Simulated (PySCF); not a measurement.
A structure optimised at B3LYP-D3(BJ)/def2-SVP, used in a PySCF frequency run:

```
Te
F 1 1.8718
F 1 1.8718 2 95.97
F 1 1.8718 2 95.97 3 -96.67
```
Charge +1, spin multiplicity 1.

Problem. Write its SMILES, formula and point group.

Solution. F[Te+](F)F, F₃Te, C3v

Problem. What are its rotational constants (standard atomic weights)?

Solution. 4.5974, 4.5974, 3.4385 GHz
